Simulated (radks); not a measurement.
Ce11+, configuration [Kr] 4d10 5s1 (the NIST ground configuration). Calculated with a radial shooting solver on a logarithmic mesh with Libxc functionals: Dirac Kohn-Sham, LDA (Slater exchange, Perdew-Wang correlation), spin-unpolarised, spherical densities, finite nucleus; Fermi nuclear charge, rms radius 4.8771 fm.

Normalised radial functions P(r) = r R(r) (large component), r in bohr:

r           4p3/2
0.0022     0.0055
0.003309   0.0118
0.004936   0.0246
0.007364   0.0502
0.01099    0.0985
0.01652    0.1853
0.02465    0.3163
0.03677    0.4713
0.05529    0.5535
0.08249    0.3693
0.1231    -0.1908
0.1836    -0.7702
0.2761    -0.5157
0.4118     0.6817
0.6144     1.4207
0.9239     0.8981
1.378      0.2165
2.056      0.0152
3.068      0.0002

4p3/2: eigenvalue -373.87 eV, 2 radial nodes at r = 0.110, 0.334 bohr, <r> = 0.673 bohr, 90 % of the charge inside 0.976 bohr.
